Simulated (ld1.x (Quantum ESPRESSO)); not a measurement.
Zn (Z = 30) PAW: all-electron and pseudo phase curves

```
Element                 : zinc
Generator               : ld1.x (Quantum ESPRESSO) 7.5
Type                    : PAW
Functional              : PW91
Relativity              : scalar-relativistic
Frozen core             : [Ne]
Valence charge          : 20
Reference configuration : 3s2 3p6 3d10 4s2 4p0
Partial waves           : 3s (bound): rcut 1.10, rcutus 1.15 bohr; 4s (bound): rcut 1.10, rcutus 1.15 bohr; 3p (bound): rcut 1.05, rcutus 1.15 bohr; 4p (bound, empty): rcut 1.05, rcutus 1.15 bohr; 3d (bound): rcut 1.15, rcutus 1.60 bohr; 3d channel at -0.4 Ry: rcut 1.15, rcutus 1.60 bohr
Local potential         : all-electron potential smoothed inside 1.40 bohr (lloc = -1)
Core correction         : a·sin(br)/r model core inside 1.10 bohr
Augmentation charge     : PSQ, radius 0.90 bohr
```

The phase is arctan(r·u′/u) with u = r·R(r), unwrapped; energies in Ry, scanned from -11 to 5 Ry. A pole is an energy at which the radial function vanishes at the test radius. The pseudo phase is shifted by a multiple of π to meet the all-electron one at the reference energy, and phase errors are pseudo minus all-electron; the curves can meet again beyond the range given. Levels narrower than the energy grid can be missing from the lists of poles.

Task: For each channel, where are the poles, and over which energies does the pseudopotential scatter like the atom?

Result:

```tsv
channel	radius (bohr)	reference energy (Ry)	poles, all-electron	poles, pseudo	unbroken range about the reference energy with phases within 0.05 rad	phase error 1 Ry above the reference energy (rad)
s	1.74	-0.44	-9.43	-9.43	the whole range	-0.001
p	1.74	-0.09	-6.00	-6.00	the whole range	-0.000
d	1.74	-0.75	-0.31	-0.31	below 3.8	-0.000
```

Phases in the p channel:

| E (Ry) | all-electron | pseudo |
| --- | --- | --- |
| -11.00 | 1.386 | 1.386 |
| -10.52 | 1.380 | 1.380 |
| -10.04 | 1.374 | 1.374 |
| -9.56 | 1.368 | 1.368 |
| -9.08 | 1.360 | 1.360 |
| -8.60 | 1.350 | 1.350 |
| -8.12 | 1.339 | 1.338 |
| -7.64 | 1.322 | 1.322 |
| -7.16 | 1.293 | 1.293 |
| -6.68 | 1.217 | 1.217 |
| -6.20 | -0.897 | -0.897 |
| -5.72 | -1.702 | -1.702 |
| -5.24 | -1.765 | -1.765 |
| -4.76 | -1.795 | -1.795 |
| -4.28 | -1.818 | -1.818 |
| -3.80 | -1.839 | -1.839 |
| -3.32 | -1.861 | -1.861 |
| -2.84 | -1.886 | -1.886 |
| -2.36 | -1.915 | -1.915 |
| -1.88 | -1.949 | -1.949 |
| -1.40 | -1.992 | -1.992 |
| -0.92 | -2.048 | -2.048 |
| -0.44 | -2.123 | -2.123 |
| 0.04 | -2.231 | -2.231 |
| 0.52 | -2.392 | -2.392 |
| 1.00 | -2.646 | -2.646 |
| 1.48 | -3.029 | -3.030 |
| 1.96 | -3.490 | -3.491 |
| 2.44 | -3.875 | -3.876 |
| 2.92 | -4.130 | -4.131 |
| 3.40 | -4.293 | -4.294 |
| 3.88 | -4.401 | -4.402 |
| 4.36 | -4.477 | -4.478 |
| 4.84 | -4.534 | -4.535 |
